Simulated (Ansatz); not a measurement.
AlCl2OH⁺, that is AlCl2(OH) with one electron fewer. The state is a doublet with charge 1. Geometry PBE0-D4/def2-TZVP; atoms count from 1.

Cartesian coordinates in Å:
```
Al -0.0445 -0.0117 0.1657
Cl -0.0031 -0.9980 2.0439
Cl -1.2544 1.3472 1.2596
O 0.6015 -0.3127 -1.2820
H 0.7006 -0.0247 -2.1871
```

Estimate the Mulliken populations from the PBE0/def2-TZVP orbitals of Ansatz.


```json
{"atom": "Al1", "charge (e)": "0.75", "spin (α − β)": "-0.05"}
{"atom": "Cl2", "charge (e)": "0.16", "spin (α − β)": "0.53"}
{"atom": "Cl3", "charge (e)": "0.15", "spin (α − β)": "0.51"}
{"atom": "O4", "charge (e)": "-0.44", "spin (α − β)": "0.00"}
{"atom": "H5", "charge (e)": "0.38", "spin (α − β)": "0.00"}
```
Mulliken values and Mayer orders depend strongly on the basis.

Where does the spin sit?

Summed by element: Al -0.05, Cl 1.05, O 0.00, H 0.00, of 1 unpaired in all. Largest on single atoms: Cl2 0.53, Cl3 0.51, Al1 -0.05.

And the Mayer bond orders between bonded heavy atoms (over 0.3)?

Al1–Cl2 1.03 (2.12 Å); Al1–Cl3 1.03 (2.12 Å); Al1–O4 1.44 (1.61 Å). Values over 0.3 also appear between atoms too far apart for a bond (Cl2–Cl3 0.42 at 2.77 Å); they arise where an orbital or an unpaired electron spreads over both atoms.
